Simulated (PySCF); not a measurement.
## Se²⁷⁺: ionisation energy

Se²⁷⁺ [He] 2s2 2p3 (4S) → Se²⁸⁺ [He] 2s2 2p2 (3P), as a difference of total energies. Calculation: PySCF 2.14, in an uncontracted even-tempered set (17 s from 8.1 bohr⁻², ratio 2.5; 10 p from 11 bohr⁻², ratio 2.5; 5 d from 43 bohr⁻², ratio 2.7; 4 f from 64 bohr⁻², ratio 2.7); the spin-free X2C one-electron Hamiltonian (Gaussian nucleus). Correlated levels: nothing frozen; virtual orbitals above 40 to 60 times the deepest correlated orbital energy dropped. The calculations carry no spin-orbit coupling.

```json
{"method": "UHF", "ionisation energy (eV)": "2994.5"}
{"method": "MP2 (all electrons)", "ionisation energy (eV)": "2994.4"}
{"method": "SCS-MP2 (all electrons)", "ionisation energy (eV)": "2993.9"}
{"method": "CCSD (all electrons)", "ionisation energy (eV)": "2993.6"}
{"method": "CCSD(T) (all electrons)", "ionisation energy (eV)": "2993.6"}
```

Spin-orbit coupling is strong in these open shells (close to jj coupling). The scalar numbers leave it out and a first-order estimate fails, so it can dominate the gap to the real levels.

For this ion Breit and QED terms and the two-electron picture change, all absent here, outweigh the differences among the correlated methods.

For comparison: 2964 ± 22 eV (semi-empirical (NIST evaluation); NIST Atomic Spectra Database, ionization energies).
